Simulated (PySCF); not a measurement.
HFGe, singlet, at a GFN2-xTB geometry; PySCF with CASCI(2,2)/def2-SVP.

PySCF was given this input:
```python
from pyscf import gto, scf, mcscf
import numpy

mol = gto.Mole()
mol.atom = '''
    Ge   -0.12034140   -0.21223344    0.29835378
    H    -0.92390566   -1.12337711   -0.82789763
    F     0.53053672    0.87942746   -0.96882481
'''
mol.basis = 'def2-svp'
mol.verbose = 4
mol.build()

mf = scf.RHF(mol)
mf.kernel()
mc = mcscf.CASCI(mf, 2, 2)
mc.fix_spin_(ss=0.0)
mc.kernel()
occ = numpy.linalg.eigvalsh(mc.fcisolver.make_rdm1(mc.ci, mc.ncas, mc.nelecas))[::-1]
ss = mc.fcisolver.spin_square(mc.ci, mc.ncas, mc.nelecas)[0]
print('natural occupations', occ.round(4), ' <S^2>', round(ss, 4))
```

Q: What does PySCF print? Leave out banner, timings and long lists.

A: 
```
PySCF version 2.14.0

[INPUT] verbose = 4
[INPUT] num. atoms = 3
[INPUT] num. electrons = 42
[INPUT] charge = 0
[INPUT] spin (= nelec alpha-beta = 2S) = 0
[INPUT] symmetry False subgroup None
[INPUT] Mole.unit = angstrom
[INPUT] Symbol           X                Y                Z      unit          X                Y                Z       unit  Magmom
[INPUT]  1 Ge    -0.120341400000  -0.212233440000   0.298353780000 AA   -0.227412287447  -0.401063076074   0.563806932429 Bohr   0.0
[INPUT]  2 H     -0.923905660000  -1.123377110000  -0.827897630000 AA   -1.745928662336  -2.122875072505  -1.564499779876 Bohr   0.0
[INPUT]  3 F      0.530536720000   0.879427460000  -0.968824810000 AA    1.002569099825   1.661877045822  -1.830813553584 Bohr   0.0

nuclear repulsion = 97.0592142596249
number of shells = 21
number of NR pGTOs = 105
number of NR cGTOs = 51
basis = def2-svp
ecp = {}

******** <class 'pyscf.scf.hf.RHF'> ********
method = RHF
initial guess = minao
damping factor = 0
level_shift factor = 0
DIIS = <class 'pyscf.scf.diis.CDIIS'>
diis_start_cycle = 1
diis_space = 8
diis_damp = 0
SCF conv_tol = 1e-09
SCF conv_tol_grad = None
SCF max_cycles = 50
direct_scf = True
direct_scf_tol = 1e-13
Set gradient conv threshold to 3.16228e-05
Initial guess from minao.
init E= -2174.02756499212
  HOMO = -0.230276659461864  LUMO = -0.0453626512745733  gap/eV = 5.03177
cycle= 1 E= -2174.97310029913  delta_E= -0.946  |g|= 0.552  |ddm|= 1.54
  HOMO = -0.367615873500135  LUMO = -0.0149759406182199  gap/eV = 9.59582
cycle= 2 E= -2175.01184068647  delta_E= -0.0387  |g|= 0.413  |ddm|= 0.703
  HOMO = -0.36745949196548  LUMO = 0.000758892037858949  gap/eV = 10.01973
cycle= 3 E= -2175.03847161656  delta_E= -0.0266  |g|= 0.0264  |ddm|= 0.247
  HOMO = -0.362775804383816  LUMO = 0.00954741531613301  gap/eV = 10.13143
cycle= 4 E= -2175.03893390949  delta_E= -0.000462  |g|= 0.00792  |ddm|= 0.0725
  HOMO = -0.363555732405166  LUMO = 0.00886401418598393  gap/eV = 10.13406
cycle= 5 E= -2175.03898233111  delta_E= -4.84e-05  |g|= 0.00256  |ddm|= 0.0255
  HOMO = -0.36357993228919  LUMO = 0.00878549395717076  gap/eV = 10.13258
cycle= 6 E= -2175.03898669606  delta_E= -4.36e-06  |g|= 0.00114  |ddm|= 0.00648
  HOMO = -0.363617870773941  LUMO = 0.00871267560247713  gap/eV = 10.13163
cycle= 7 E= -2175.03898764769  delta_E= -9.52e-07  |g|= 0.000291  |ddm|= 0.00297
  HOMO = -0.363576839983411  LUMO = 0.00874646806534196  gap/eV = 10.13143
cycle= 8 E= -2175.03898771491  delta_E= -6.72e-08  |g|= 5.73e-05  |ddm|= 0.000752
  HOMO = -0.363571502986794  LUMO = 0.00874492048328834  gap/eV = 10.13125
cycle= 9 E= -2175.03898771761  delta_E= -2.7e-09  |g|= 1.22e-05  |ddm|= 0.000184
  HOMO = -0.363572429968237  LUMO = 0.00874378865446657  gap/eV = 10.13124
cycle= 10 E= -2175.0389877177  delta_E= -9.14e-11  |g|= 2.07e-06  |ddm|= 3.25e-05
  HOMO = -0.363572231582483  LUMO = 0.00874401492441956  gap/eV = 10.13124
Extra cycle  E= -2175.03898771771  delta_E= -7.73e-12  |g|= 9.22e-07  |ddm|= 2.8e-06
converged SCF energy = -2175.03898771771

******** <class 'pyscf.mcscf.casci.CASCI'> ********
CAS (1e+1e, 2o), ncore = 20, nvir = 29
natorb = False
canonicalization = True
sorting_mo_energy = False
******** <class 'pyscf.fci.addons.SpinPenaltyFCISolver'> ********
max. cycles = 200
conv_tol = 1e-08
davidson only = True
linear dependence = 1e-12
level shift = 0.001
max iter space = 12
nroots = 1
pspace_size = 400
spin = None
Density matrix diagonal elements [1.98303385 0.01696615]
CASCI converged
CASCI E = -2175.04160477841  E(CI) = -1.08827358991675  S^2 = 0.0000000
natural occupations [1.983 0.017]  <S^2> 0.0
```
